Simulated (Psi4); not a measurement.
Pair of molecules, SMILES [AlH3] with SMILES CC#N (the first has 4 atoms); geometry from B3LYP-D3(BJ)/def2-TZVP, rigid monomers moved along the line of their centres of mass till Al1···N7 is 1.83 Å.
(charge 0, multiplicity 1):
```xyz
10

Al    -0.0353     0.1532    -0.4098
H     -1.4953    -0.2202    -0.9285
H      1.1463    -0.8622    -0.7449
H      0.3328     1.7000    -0.3011
C     -0.5567    -0.7554     3.8870
C     -0.3861    -0.4581     2.4809
N     -0.2508    -0.2233     1.3697
H     -0.1105    -1.7238     4.1151
H     -0.0707     0.0142     4.4873
H     -1.6191    -0.7834     4.1310
```

Level of theory: SAPT0/jun-cc-pV(D+d)Z run with Psi4.

**Question.** Give the four SAPT terms and the total, and say what mostly holds the pair together.

**Answer.** electrostatics -64.53, exchange 84.13, induction -31.70, dispersion -9.59, total -21.69 kcal/mol; the largest attraction is electrostatics.
